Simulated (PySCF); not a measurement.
[Bi(OCH3)2]+: from a saddle point downhill

PySCF 2.14.0, RKS PBE0, Bi def2-SVP with ECP60, O def2-SVP, C def2-SVP, H def2-SVP; non-relativistic Hamiltonian with scalar-relativistic core potentials where named; density fitting; no spin-orbit coupling. Relaxed within the symmetry of its start, the geometry (C2v) is

```xyz
11

Bi    0.0000    0.0000   -0.4397
O     1.6093    0.0000    0.7724
C     1.8869    0.0000    2.1629
H     2.9804    0.0000    2.2742
H     1.4786    0.8985    2.6516
H     1.4786   -0.8985    2.6516
O    -1.6093    0.0000    0.7724
C    -1.8869    0.0000    2.1629
H    -2.9804    0.0000    2.2742
H    -1.4786   -0.8985    2.6516
H    -1.4786    0.8985    2.6516
```

and its lowest harmonic modes are -96, 40, 91, 114, 158, 182 cm⁻¹ (negative: unstable). It was moved along the lowest mode and relaxed again, within the group C2 that the move left.

Question: Where does it end, and how much lower?

Answer: In C2, 0.013 eV lower, after 12 steps:
```xyz
11

Bi    0.0000    0.0000   -0.4318
O     1.6078    0.0969    0.7773
C     1.9051    0.0833    2.1622
H     2.9032   -0.3634    2.2804
H     1.9362    1.1164    2.5442
H     1.1753   -0.4996    2.7448
O    -1.6078   -0.0969    0.7773
C    -1.9051   -0.0833    2.1622
H    -2.9032    0.3634    2.2804
H    -1.9362   -1.1164    2.5442
H    -1.1753    0.4996    2.7448
```

Question: How do the contacts change?

Answer: 
```csv
contact,saddle (Å),end (Å)
Bi1–O2 (OCH3),2.015,2.014
Bi1–O7 (OCH3),2.015,2.014
```


Question: Is the end a minimum?

Answer: Probably not: 1 of the modes stay unstable (below −25 cm⁻¹), though so soft as to be near the noise; lowest modes -27, 72, 110, 129, 151, 171 cm⁻¹.

State: singlet.
